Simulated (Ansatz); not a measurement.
Scan of CH3 (cation, charge +1), singlet: umbrella (inversion) coordinate, bond length relaxed. Scanned: angle between the C-H bonds and the threefold axis (90 = planar). Other coordinates (C-H bond length) were minimised at B3LYP/def2-TZVP.

RKS-PBE/cc-pVDZ = Ansatz (an electronic-structure program) with restricted PBE/cc-pVDZ; RKS-PBE0/cc-pVDZ = restricted PBE0/cc-pVDZ (Ansatz); FCI/cc-pVDZ = full CI/cc-pVDZ, frozen core (Ansatz).

Energies relative to the lowest point of each profile, in mEh; the last columns give the error against full CI:

```
a / °   RKS-PBE/cc-pVDZ  RKS-PBE0/cc-pVDZ  FCI/cc-pVDZ  RKS-PBE/cc-pVDZ − FCI/cc-pVDZ  RKS-PBE0/cc-pVDZ − FCI/cc-pVDZ
------  ---------------  ----------------  -----------  -----------------------------  ------------------------------
90                  0.0               0.0          0.0                            0.0                             0.0
92.86               0.9               1.0          1.0                           -0.1                             0.0
96.69               5.1               5.3          5.5                           -0.3                            -0.1
99.42              10.2              10.5         10.8                           -0.6                            -0.3
101.33             14.8              15.3         15.7                           -0.9                            -0.4
105.52             27.7              28.7         29.4                           -1.7                            -0.7
108.22             38.2              39.6         40.6                           -2.3                            -1.0
111.57             53.7              55.6         56.9                           -3.2                            -1.3
113.89             66.0              68.3         69.8                           -3.8                            -1.5
116.76             83.0              86.0         87.7                           -4.7                            -1.7
120.69            109.8             113.7        115.7                           -5.9                            -2.0
122.89            126.5             131.0        133.1                           -6.6                            -2.1
125.70            149.8             155.2        157.3                           -7.5                            -2.1
128.46            175.0             181.3        183.3                           -8.2                            -1.9
132               210.9             218.5        219.7                           -8.8                            -1.2
```

RKS-PBE/cc-pVDZ is furthest from FCI/cc-pVDZ at 132 (-8.8 mEh, below); its mean absolute error over the points is 3.6 mEh.

RKS-PBE0/cc-pVDZ is furthest from FCI/cc-pVDZ at 122.89 (-2.1 mEh, below); its mean absolute error over the points is 1.1 mEh.
